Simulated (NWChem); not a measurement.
System meant: ZnHBr; SMILES [Br][ZnH]

NWChem input:

```
start job
memory heap 200 mb stack 900 mb global 1100 mb
geometry units angstroms noautoz
  Zn     0.000000     0.000000    -1.145806
  H      0.000000     0.000000    -2.675133
  Br     0.000000     0.000000     1.105145
end
basis spherical
  * library def2-svp
end
dft
  xc xpbe96 cpbe96
  iterations 4
  mulliken
end
task dft energy
```

End of the output:

```
    Atom       Charge   Shell Charges
 -----------   ------   -------------------------------------------------------
    1 Zn  30    29.57   2.00  2.00  1.96  0.73  0.28  5.99  5.91  0.76  7.73  2.20  0.00
    2 H    1     1.17   0.61  0.53  0.02
    3 Br  35    35.27   2.00  2.00  1.96  1.16  0.77  5.99  5.81  2.45  3.10  7.83  2.04  0.16

 center of mass
 --------------
 x =   0.00000000 y =   0.00000000 z =   0.11472192

 moments of inertia (a.u.)
 ------------------
         670.259570928010           0.000000000000           0.000000000000
           0.000000000000         670.259570928010           0.000000000000
           0.000000000000           0.000000000000           0.000000000000

     Multipole analysis of the density
     ---------------------------------

     L   x y z        total         alpha         beta         nuclear
     -   - - -        -----         -----         ----         -------
     0   0 0 0     -0.000000    -33.000000    -33.000000     66.000000

     1   1 0 0     -0.000000     -0.000000     -0.000000      0.000000
     1   0 1 0     -0.000000     -0.000000     -0.000000      0.000000
     1   0 0 1     -0.634857     -0.317429     -0.317429      0.000000

     2   2 0 0    -23.951456    -11.975728    -11.975728      0.000000
     2   1 1 0      0.000000      0.000000      0.000000      0.000000
     2   1 0 1      0.000000      0.000000      0.000000      0.000000
     2   0 2 0    -23.951456    -11.975728    -11.975728      0.000000
     2   0 1 1      0.000000      0.000000      0.000000      0.000000
     2   0 0 2    -26.479654   -172.597279   -172.597279    318.714905

 ------------------------------------------------------------------------
 dft energy failed                                                                                  0
 ------------------------------------------------------------------------
 ------------------------------------------------------------------------
  current input line :
    16: task dft energy
 ------------------------------------------------------------------------
 ------------------------------------------------------------------------
 This type of error is most commonly associated with calculations not reaching convergence criteria
 ------------------------------------------------------------------------
 For more information see the NWChem manual at https://nwchemgit.github.io

0:dft energy failed:Received an Error in Communication
```

Task: Find the fault in this run and fix the input.

Result: The run did not converge; its last values are not results. Cause: the SCF was allowed too few iterations. This input runs:
```
start job
memory heap 200 mb stack 900 mb global 1100 mb
geometry units angstroms noautoz
  Zn     0.000000     0.000000    -1.145806
  H      0.000000     0.000000    -2.675133
  Br     0.000000     0.000000     1.105145
end
basis spherical
  Zn library def2-svp
  H library def2-svp
  Br library def2-svp
end
dft
  xc xpbe96 cpbe96
  iterations 150
  mulliken
end
task dft energy
```
It converges to -4352.95754 Ha (PBE/def2-SVP).
